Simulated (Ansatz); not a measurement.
CH₃F₃OSn (`C[O][Sn]([F])([F])[F]`), relaxed with RKS PBE-D4/def2-SVP in the Gaussian-basis code of Ansatz from a rough embedded geometry. The force threshold is 0.03 eV/Å; the program also tests the step.

The species carries charge 0 and has multiplicity 1. Sn: def2 effective core potential.

Start:

```xyz
9

C    -1.282    0.727    0.144
O    -0.053    1.000   -0.472
Sn    1.215   -0.541   -0.171
F     1.512   -0.738    1.655
F     2.918   -0.103   -1.038
F     0.473   -2.143   -0.988
H    -1.974    1.516   -0.009
H    -1.086    0.546    1.215
H    -1.725   -0.265   -0.335
```

```
step  energy (eV)  largest force (eV/Å)  largest move (Å)
   1  -17096.3202                 2.663             0.000
   2  -17096.6533                 1.126             0.192
   3  -17096.6824                 0.219             0.052
   4  -17096.6862                 0.108             0.031
   5  -17096.6875                 0.037             0.039
   6  -17096.6876                 0.020             0.005
```

End:

```xyz
9

C    -1.349    0.719    0.147
O    -0.048    0.909   -0.418
Sn    1.282   -0.545   -0.204
F     1.691   -0.903    1.659
F     2.919   -0.050   -1.102
F     0.648   -2.221   -0.950
H    -1.933    1.627   -0.109
H    -1.328    0.626    1.256
H    -1.880   -0.162   -0.278
```

Hardware: 4 threads of a server CPU on a shared host. Wall time 7 s, peak host memory 0.18 GiB.
